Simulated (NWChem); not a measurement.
System: CH5ClOSi; SMILES CO[SiH2]Cl

Here is an NWChem input.

```
start job
memory heap 200 mb stack 900 mb global 1100 mb
geometry units angstroms noautosym nocenter noautoz
  Si     0.878598    -0.078286     0.044305
  Cl    -0.493747    -1.628109    -0.042052
  O      0.188385     1.329244    -0.462508
  C     -0.911537     1.965702     0.134834
  H      1.991848    -0.364940    -0.888662
  H      1.323014     0.016069     1.463371
  H     -0.709633     2.233208     1.187948
  H     -1.122854     2.891567    -0.419808
  H     -1.812678     1.329125     0.105089
end
basis spherical
  * library pcsseg-1
end
dft
  xc slater vwn_5
  iterations 150
end
property
  shielding
end
task dft property
```

Parts of the log:

```
             Northwest Computational Chemistry Package (NWChem) 7.3.0
             --------------------------------------------------------

                             Geometry "geometry" -> ""
                             -------------------------

 Output coordinates in angstroms (scale by  1.889725989 to convert to a.u.)

  No.       Tag          Charge          X              Y              Z
 ---- ---------------- ---------- -------------- -------------- --------------
    1 Si                  14.0000     0.87859800    -0.07828600     0.04430500
    2 Cl                  17.0000    -0.49374700    -1.62810900    -0.04205200
    3 O                    8.0000     0.18838500     1.32924400    -0.46250800
    4 C                    6.0000    -0.91153700     1.96570200     0.13483400
    5 H                    1.0000     1.99184800    -0.36494000    -0.88866200
    6 H                    1.0000     1.32301400     0.01606900     1.46337100
    7 H                    1.0000    -0.70963300     2.23320800     1.18794800
    8 H                    1.0000    -1.12285400     2.89156700    -0.41980800
    9 H                    1.0000    -1.81267800     1.32912500     0.10508900

 Effective nuclear repulsion energy (a.u.)     221.4812682789

                              NWChem Property Module
                              ----------------------

  itol2e modified to match energy
  convergence criterion.

                                 NWChem DFT Module
                                 -----------------

 Summary of "ao basis" -> "ao basis" (spherical)
 ------------------------------------------------------------------------------
       Tag                 Description            Shells   Functions and Types
 ---------------- ------------------------------  ------  ---------------------
 Si                         pcsseg-1                10       24   4s5p1d
 Cl                         pcsseg-1                10       24   4s5p1d
 O                          pcsseg-1                 7       17   3s3p1d
 C                          pcsseg-1                 7       17   3s3p1d
 H                          pcsseg-1                 3        5   2s1p

  itol2e modified to match energy
  convergence criterion.

[...]

          -----------------------------------------
          Chemical Shielding Tensors (GIAO, in ppm)
          -----------------------------------------

                                NWChem CPHF Module
                                ------------------

  scftype          =     RHF
  nclosed          =       25
  nopen            =        0
  variables        =     2050
  # of vectors     =        3
  tolerance        = 0.10D-03
  level shift      = 0.00D+00
  max iterations   =       50
  max subspace     =       30

 SCF residual:    4.9177590800581939E-005

Iterative solution of linear equations
  No. of variables     2050
  No. of equations        3
  Maximum subspace       30
        Iterations       50
       Convergence  1.0D-04

   iter   nsub   residual    time
   ----  ------  --------  ---------
     1      3    3.06D-05      38.4

      Atom:    1  Si
        Diamagnetic
    881.8875      1.8758      0.6899
      1.8758    886.5540     -1.1107
      0.6899     -1.1107    875.9348

        Paramagnetic
   -563.2621    -27.0172      7.4372
    -27.0172   -529.5768    -15.4452
      7.4372    -15.4452   -585.0822

        Total Shielding Tensor
    318.6255    -25.1414      8.1271
    -25.1414    356.9772    -16.5559
      8.1271    -16.5559    290.8526

           isotropic =     322.1518
          anisotropy =      77.0747

          Principal Components and Axis System
                 1           2           3
              373.5349    306.1818    286.7386

      1        -0.4328      0.8966     -0.0939
      2         0.8748      0.4428      0.1965
      3        -0.2177     -0.0029      0.9760

      Atom:    2  Cl
        Diamagnetic
   1148.7353      3.8417      0.2905
      3.8417   1151.8302     -0.0331
      0.2905     -0.0331   1145.1127

        Paramagnetic
   -250.6832     14.0368     97.5383
     14.0368   -185.2416    -46.7797
     97.5383    -46.7797   -373.4950

        Total Shielding Tensor
    898.0521     17.8786     97.8289
     17.8786    966.5885    -46.8128
     97.8289    -46.8128    771.6177

           isotropic =     878.7528
          anisotropy =     148.5442

          Principal Components and Axis System
                 1           2           3
              977.7822    949.6921    708.7840

      1        -0.1241      0.8766     -0.4649
      2         0.9533      0.2353      0.1893
      3        -0.2753      0.4197      0.8649

      Atom:    3  O
        Diamagnetic
    398.9924    -19.5963     -4.7121
    -19.5963    405.7068     -2.5334
     -4.7121     -2.5334    381.7967

        Paramagnetic
   -139.7335     98.5415     47.3115
     98.5415    -97.8178    -20.9223
     47.3115    -20.9223    -97.2470

        Total Shielding Tensor
    259.2589     78.9453     42.5995
     78.9453    307.8890    -23.4557
     42.5995    -23.4557    284.5498

           isotropic =     283.8992
          anisotropy =     124.3297

          Principal Components and Axis System
                 1           2           3
              366.7857    305.9867    178.9253

      1         0.6131      0.2766      0.7400
      2         0.7844     -0.3244     -0.5286
      3         0.0939      0.9046     -0.4158

      Atom:    4  C
        Diamagnetic
    252.0418     -7.2790     -5.8202
     -7.2790    247.2043      3.8078
     -5.8202      3.8078    243.5517

        Paramagnetic
   -104.3876    -26.0787    -18.7275
    -26.0787   -131.7260     14.3251
    -18.7275     14.3251   -128.3997

[...]
```

Level: LDA (Slater exchange, VWN5)/pcSseg-1, GIAO. The geometry was optimised at PBE0/def2-SVP. The printed shielding anisotropy is the first printed principal value minus the mean of the other two.
